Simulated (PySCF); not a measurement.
C7H12O2S.
Atom-mapped SMILES: `[CH3:1][S:2](=[O:3])(=[O:4])/[CH:5]=[CH:6]\[CH:7]1[CH2:8][CH2:9][CH2:10]1`

Cartesian coordinates in Å at the GFN2-xTB level; atoms count from 1:
```
atom  x, y, z in Å
C1     3.7453   -0.2968   -0.2205
S2     1.9642   -0.4478   -0.5524
O3     1.7464   -0.2617   -1.9634
O4     1.5022   -1.6795    0.0304
C5     1.2659    0.9377    0.3496
C6    -0.0410    1.1285    0.3886
C7    -1.0118    0.2144   -0.2558
C8    -2.4275    0.7461   -0.5421
C9    -3.0243   -0.4940    0.1385
C10   -1.6359   -0.8423    0.6915
H11    3.8929   -0.3721    0.8491
H12    4.0888    0.6529   -0.6097
H13    4.2418   -1.1145   -0.7283
H14    1.9887    1.5660    0.8385
H15   -0.4550    1.9579    0.9532
H16   -0.5529   -0.2573   -1.1235
H17   -2.6728    0.8830   -1.5923
H18   -2.6446    1.6680   -0.0047
H19   -3.7982   -0.3041    0.8795
H20   -3.3897   -1.2302   -0.5734
H21   -1.5150   -0.5787    1.7406
H22   -1.2780   -1.8561    0.5389
```

NICS = −σ at a ghost point: NICS(0) at the centroid of the ring atoms, NICS(1) 1 Å to either side along the normal of their mean plane, zz for the tensor component along that normal. Level: GIAO PBE0/pcSseg-1 (PySCF, non-relativistic, gas phase) on the GFN2-xTB geometry, one conformer.

Ring bond lengths (Å), with Mayer bond orders in brackets: C7–C8 1.539 (1.00), C8–C9 1.535 (1.05), C9–C10 1.535 (1.04), C10–C7 1.550 (0.97).

Question: What do the NICS probes read (ppm)?

Answer: 
```tsv
ring	type	NICS(0)	NICS(1), two faces	NICS(1)zz, two faces	rms pucker (Å)	centre to ring atoms, mean (Å)
C7–C8–C9–C10	4-membered carbocycle; formal bonds all single	0.5	0.1 / -0.1	5.4 / 4.4	0.08	1.09
```

Question: What do they say, and how far can they be read as aromaticity?

Answer: 
- C7–C8–C9–C10: mean NICS(1)zz 4.9 ppm, deshielded. C7, C8, C9, C10 have four or more neighbours, and the NICS criterion for π rings isn't applied.

Question: At the second NICS(1) probe listed for ring C7–C8–C9–C10, 1 Å off the ring, what do the in-plane components average?

Answer: The isotropic value is a third of the trace: (3 × -0.1 − (4.4))/2 = -2.4 ppm.

Question: Give the inner angles of the rings and the Hirshfeld charges of the ring atoms.

Answer: 
- C7–C8–C9–C10: C7 88.8° (-0.029 e), C8 89.8° (-0.068 e), C9 89.5° (-0.071 e), C10 89.4° (-0.066 e); sum 357.5° against 360° for a flat convex ring.

Question: What are the shieldings of the ring atoms and their hydrogens in the same run (means over atoms taken as equivalent)?

Answer: 
| atoms | environment | σ isotropic (ppm) | principal values of the symmetric part, first atom (ppm) |
| --- | --- | --- | --- |
| C7 | allylic carbon | 152.5 | 132.9, 158.6, 166.0 |
| C8 (×2) | four-membered-ring carbon | 157.2 | 144.2, 151.5, 179.2 |
| C9 | four-membered-ring carbon | 169.2 | 159.0, 167.0, 181.5 |
| H16 | methine hydrogen | 27.24 | 21.9, 25.9, 33.9 |
| H17 (×2) | methylene hydrogen | 29.13 | 26.1, 26.7, 35.3 |
| H18 (×2) | methylene hydrogen | 29.89 | 27.0, 28.2, 34.4 |
| H19 | methylene hydrogen | 29.89 | 26.2, 26.8, 36.7 |
| H20 | methylene hydrogen | 29.68 | 26.6, 27.3, 35.2 |
